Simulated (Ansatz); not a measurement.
Ansatz (a quantum-chemistry and plane-wave program) input (HF/def2-TZVPP): A basis named .json is the Basis Set Exchange file of that set (core-valence sets with the plain set on hydrogen).

Ansatz 0.2 input:
```yaml
crystal:
  periodic: [false, false, false]
  atoms:
    - {symbol: Si, position_ang: [0.00000000, 0.00000000, 0.00000000]}
basis:
  gaussian:
    orbitals: def2-TZVPP
    fitting: {mean_field: cc-pV5Z-JKFIT.json}
hamiltonian:
  xc: {name: HF}
magnetization: {spin_polarized: true, initial_magnetization: 2}
scf: {lower_state_search: full}
```

Output:

```
Functional definition: HF
integrals: 0.00 GiB planned
181 factors; integrals over basis functions are off by at most 9.3e-1 eV
mean field: 0.05 GiB planned
mean field evaluation 1: about -7859.8045 eV, gradient 4.1e0 eV
mean field evaluation 2: about -7859.9968 eV, gradient 1.5e0 eV
mean field evaluation 4: about -7860.0308 eV, gradient 2.6e-1 eV
mean field evaluation 8: about -7858.2849 eV, gradient 7.0e0 eV
mean field evaluation 16: about -7858.7435 eV, gradient 5.1e0 eV
mean field evaluation 32: about -7860.0317 eV, gradient 6.0e-2 eV
mean field evaluation 64: about -7860.0308 eV, gradient 2.2e-1 eV
mean field -7860.03168244 eV, -288.8508366088 hartree, gradient 1.6e-5 eV, S^2 2.015063; 3 other end points of the search recorded, 0 dependent functions left out
reference -7860.03168244 eV, -288.8508366088 hartree; 8, 6 occupied and 34, 36 virtual orbitals, 181 factors
Total energy: -7860.03168244 eV, -288.8508366088 hartree
```
